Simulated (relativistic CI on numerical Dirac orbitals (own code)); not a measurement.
# Pr42+: sensitivity of the levels to the model

Base calculation: Dirac-Coulomb-Breit CI, separate exchange-only KLI orbitals for each configuration, model QED, unscaled Slater integrals.

Configurations in the expansion (outside the closed core [Ne]): 3s²3p⁵, 3s3p⁶, 3s²3p⁴3d, 3s3p⁵3d, 3p⁶3d, 3s3p⁴3d², 3s²3p³3d4p, 3p⁶4s, 3s3p⁴3d4s, 3s²3p⁴4s, 3p⁶4p, 3s²3p⁴4p, 3s²3p⁴4d, 3p⁵3d4p, 3s3p⁵4s, 3s²3p⁴4f, 3s3p⁵4p, 3s3p⁵4d, 3s3p⁵4f, 3s²3p⁴5s, 3s²3p⁴5p, 3s²3p³4s4p, 3s²3p⁴5d, 3s²3p⁴5f, 3s²3p⁴5g, 3s3p⁴4s², 3s3p⁵5s, 3s3p⁵5p, 3s²3p³3d², 3s²3p²3d³, 3s3p³3d³, 3s²3p²3d²4s, 3s²3p²3d²4p, 3s²3p²3d²4d, 3p⁵3d², 3p⁴3d³, 3p⁴3d²4s, 3p⁴3d²4p, 3p⁴3d²4d, 3s²3p³3d4s, 3s3p³3d²4s, 3s²3p²3d4s², 3s²3p²3d4s4p, 3s²3p²3d4s4d, 3p⁵3d4s, 3p⁴3d4s², 3p⁴3d4s4p, 3p⁴3d4s4d, 3s²3p³4s², 3s3p³3d4s², 3s²3p²4s²4p, 3s²3p²4s²4d, 3s²3p³4p², 3s²3p²3d4p², 3s3p³3d4p², 3s²3p²4s4p², 3s²3p²4p³, 3s²3p²4p²4d. Double excitations out of closed p, d and f shells are left out; levels of such configurations are missing from the list, as are those of other unlisted configurations, and high levels can miss mixing partners. These lack a partner that the ground configuration has and come out too high: 3s²3p⁴4f, 3s3p⁵4p, 3s3p⁵4d, 3s3p⁵4f, 3s²3p⁴5s.

Variants: (1) configuration mixing switched off; (2) Breit term removed. Shifts of the energy above 3s²3p⁵ ²P°3/2, in eV, for the lowest level and the first level of each name with at least 55 % of one term (blank where a level changes its place among those of its configuration and J or its character, or is not in the variant):

```
         Level     Base     Δ(1)    Δ(2)
 3s²3p⁵ ²P°3/2    0.000    0.000   0.000
 3s²3p⁵ ²P°1/2  117.961   +0.858  +1.453
3s²3p⁴3d ²D3/2  196.914   -2.047  +0.701
3s²3p⁴3d ⁴F9/2  206.226   -3.148  +1.994
   3s3p⁶ ²S1/2  259.326  +12.620  +0.588
3s²3p⁴3d ⁴D1/2  284.885   -2.256  +2.138
3s²3p⁴3d ²G7/2  301.729   -2.343  +2.739
3s²3p⁴3d ²G9/2  327.422   -2.329  +3.660
3s3p⁵3d ⁴P°1/2  419.684   +4.062  +1.255
```

At this charge energies of transitions that change n are usually good to better than 1 %, and those within a shell (Δn = 0) to a few per cent.

Ionisation energy from the two ground configurations alone: base 3318.57 eV; Breit term removed 3321.33 eV. The NIST ASD value (theoretical) is 3319 eV.

LS names give the leading component of a level, which can be under half, so a name can repeat, a term be missing and a line seem to break the LS rules.
